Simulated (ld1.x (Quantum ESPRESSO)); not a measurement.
**sulfur (S): one change to an ultrasoft potential, before and after**

- Element: S (Z = 16)
- Generator: ld1.x (Quantum ESPRESSO) 7.5
- Type: ultrasoft
- Functional: LDA (PZ)
- Relativity: scalar-relativistic
- Frozen core: [Ne]
- Valence charge: 6
- Reference configuration: 3s2 3p4
- Partial waves: 3s (bound): rcut 1.15, rcutus 1.60 bohr; 3s channel at 2.15 Ry: rcut 1.15, rcutus 1.60 bohr; 3p (bound): rcut 1.45, rcutus 1.55 bohr; 3p channel at 0.85 Ry: rcut 1.45, rcutus 1.55 bohr; 3d channel at 0.15 Ry: rcut 0.95, rcutus 1.35 bohr; 3d channel at 2 Ry: rcut 0.95, rcutus 1.35 bohr
- Local potential: all-electron potential smoothed inside 1.25 bohr (lloc = -1)
- Core correction: none
- Augmentation charge: built from norm-conserving waves at rcut, not smoothed further

Change: all radii scaled by about 1.20 (s 1.94, p 1.86, d 1.62 bohr, rcut 1.38/1.74/1.14); local potential all-electron potential smoothed inside 1.50 bohr (lloc = -1).

Cutoffs: the cutoffs (Ry, on a coarse ladder) from which the occupation-weighted sum of valence levels, in a spherical-Bessel basis at the reference potential, stays within 10 and 1 mRy of its value at 400 Ry; they do not see the model core or the augmentation charge, which bear on the density cutoff. Errors are all-electron minus pseudo energies relative to the spin-unpolarised reference configuration.

Problem. How do hardness, ghosts and transferability respond?

Solution. The potential gets softer (18 Ry and 30 Ry → 18 Ry and 25 Ry); the errors of the 9 common tests hardly move; neither file shows a bound ghost. A larger radius leaves more room for a smooth pseudo-wave, so fewer plane waves are needed.

```tsv
quantity	base	changed
cutoff, loose	18 Ry	18 Ry
cutoff, tight	30 Ry	25 Ry
loose cutoff by channel (10 mRy a level)	s 6 Ry, p 12 Ry	s 8 Ry, p 15 Ry
bound ghosts	none	none
error for 3s2 3p3, meV [ΔE 11.86 eV]	+2.0	+1.9
error for 3s2 3p2, meV [ΔE 34.24 eV]	+23	+23
error for 3s2 3p1, meV [ΔE 68.39 eV]	+105	+103
error for 3s2 3p0, meV [ΔE 115.38 eV]	+333	+325
error for 3s1 3p4, meV [ΔE 22.66 eV]	+5.6	+6.4
error for 3s2 3p4.3, meV [ΔE -1.74 eV]	+0.2	+0.2
error for 3s2 3p3.5, meV [ΔE 4.71 eV]	+0.1	+0.1
error for 3s2 3p4 (spin-polarised), meV [ΔE -0.71 eV]	+63	+63
error for 3s2 3p3 (spin-polarised), meV [ΔE 9.90 eV]	+200	+198
lowest overlap eigenvalue by channel	s 0.39, p 0.65, d 0.96	s 0.43, p 0.82, d 0.96
```
